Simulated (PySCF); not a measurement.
PtF₃ (doublet). Method: PySCF, UPBE0, basis Pt def2-SVP with ECP60, F def2-SVP (scalar-relativistic core potentials, no spin–orbit coupling, density fitting).

Harmonic bands of its minimum:

| ω (cm⁻¹) | IR (km/mol) |
| --- | --- |
| 106 | 10.9 |
| 126 | 3.0 |
| 252 | 7.3 |
| 654 | 17.9 |
| 689 | 0.0 |
| 714 | 138 |

Q: The central atom is Pt. Infer the point group and assign the bands.

A: C2v. The modes span b1 + 2b2 + 3a1: 106 b1, 126 b2, 252 a1, 654 a1, 689 a1, 714 b2. The computed geometry has Pt–F 1.859 Å (×2), Pt–F 1.877 Å; F–Pt–F 92.3° (×2), F–Pt–F 175.4°.

Other isomers or separated fragments may lie lower. Other spin states or occupations of the open shell can lie lower. Spin–orbit coupling, left out here, can matter for elements this heavy.
